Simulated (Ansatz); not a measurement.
`O[Si](Cl)(Br)Br` + SiH₄ → `O[Si]([SiH3])(Cl)Br` + HBr at 298.15 K and 1 bar (formal exchange of groups at the Si–Br bond).

Calculated with Ansatz (gas phase, PBE0-D4/def2-TZVP geometries, no zero-point term in ΔE). CCSD(T)/CBS adds triple-zeta CCSD(T) − MP2 to the extrapolated MP2 energy (def2 sets, frozen cores). This one scheme is used for every species. For Br outer-core shells are correlated without core-valence functions, which leaves a few kJ/mol of doubt a bond. Scalar relativity is left out up to krypton. Each species was taken in one conformer, which may not be the lowest.

```json
{"species": "`O[Si](Cl)(Br)Br`", "CCSD(T)/CBS energy (Eh)": "-5971.47577", "H − E (kJ/mol)": "70.7", "S (J/(mol·K))": "376.2"}
{"species": "SiH₄", "CCSD(T)/CBS energy (Eh)": "-291.46306", "H − E (kJ/mol)": "92.1", "S (J/(mol·K))": "204.8"}
{"species": "`O[Si]([SiH3])(Cl)Br`", "CCSD(T)/CBS energy (Eh)": "-3688.98681", "H − E (kJ/mol)": "137.2", "S (J/(mol·K))": "395.2"}
{"species": "HBr", "CCSD(T)/CBS energy (Eh)": "-2573.91920", "H − E (kJ/mol)": "24.6", "S (J/(mol·K))": "198.6"}
```

H − E and S are ideal-gas, rigid-rotor, harmonic terms from PBE0-D4/def2-TZVP, for one conformer and one mirror image of each species. 1 Eh = 2625.50 kJ/mol, R = 8.31446 J/(mol·K).

By hand: ΔE, ΔH, ΔS and ΔG.

ΔE = (-3688.98681) + (-2573.91920) − (-5971.47577) − (-291.46306) = 0.03282 Eh = 86.2 kJ/mol. Δ(H − E) = 137.2 + 24.6 − 70.7 − 92.1 = -1.0, so ΔH = 85.2 kJ/mol. ΔS = 395.2 + 198.6 − 376.2 − 204.8 = 12.8 J/(mol·K). ΔG = 85.2 − 298.15 × (12.8)/1000 = 81.4 kJ/mol.

By hand: the equilibrium constant, and the temperature at which ΔG would vanish if ΔH and ΔS stayed fixed.

log₁₀ K = −ΔG/(RT ln 10) = -14.3. ΔG = 0 at ΔH/ΔS = 6656 K, far beyond where these terms or the molecules hold.

The number of gas molecules stays the same, so ΔS is small and ΔH decides. A doubt of 5 kJ/mol in ΔE shifts log₁₀ K by 0.9 here. Other conformers and mirror images would add mixing entropy, several J/(mol·K) or more a flexible species. These are equilibria of isolated gas molecules and say nothing of rates. Largest T1 diagnostic: 0.011 (customary marks: 0.02 for closed shells, 0.045 for open ones).
